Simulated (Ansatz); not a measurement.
`FB(F)Cl` + CH₃OH → `COB(F)Cl` + H–F at 600 K and 1 bar (ligand exchange at a B–F bond).

Program: Ansatz. Geometries: PBE0-D4/def2-TZVP. ΔE: electronic, gas phase. CCSD(T)/CBS is the MP2 limit (def2-TZVPP, def2-QZVPP) plus CCSD(T) − MP2 in def2-TZVPP, frozen cores. This one scheme is used for every species. One conformer a species, not always the lowest.

```
   species  CCSD(T)/CBS energy (Eh)  H − E (kJ/mol)  S (J/(mol·K))
 `FB(F)Cl`               -684.31926            60.1          319.3
     CH₃OH               -115.61712           163.6          277.3
`COB(F)Cl`               -699.54205           183.1          405.5
       H–F               -100.39570            42.3          194.0
```

H − E and S are ideal-gas, rigid-rotor, harmonic terms from PBE0-D4/def2-TZVP, for one conformer and one mirror image of each species. 1 Eh = 2625.50 kJ/mol, R = 8.31446 J/(mol·K).

**Question.** By hand: ΔE, ΔH, ΔS and ΔG.

**Answer.** ΔE = (-699.54205) + (-100.39570) − (-684.31926) − (-115.61712) = -0.00137 Eh = -3.6 kJ/mol. Δ(H − E) = 183.1 + 42.3 − 60.1 − 163.6 = 1.7, so ΔH = -1.9 kJ/mol. ΔS = 405.5 + 194.0 − 319.3 − 277.3 = 2.9 J/(mol·K). ΔG = -1.9 − 600 × (2.9)/1000 = -3.6 kJ/mol.

**Question.** By hand: the equilibrium constant, and the temperature at which ΔG would vanish if ΔH and ΔS stayed fixed.

**Answer.** log₁₀ K = −ΔG/(RT ln 10) = 0.3. ΔH and −TΔS have one sign here, so there is no such temperature. One of them is within its doubt of zero, so this could turn.

TΔS isn't small against ΔH here. The sign of ΔG lies within the doubt. A doubt of 5 kJ/mol in ΔE shifts log₁₀ K by 0.4 here. Other conformers and mirror images would add mixing entropy, several J/(mol·K) or more a flexible species. Modes under 60 cm⁻¹, often nearly free rotors, make the harmonic entropy too high. These are equilibria of isolated gas molecules and say nothing of rates. Largest T1 diagnostic: 0.012 (customary marks: 0.02 for closed shells, 0.045 for open ones).
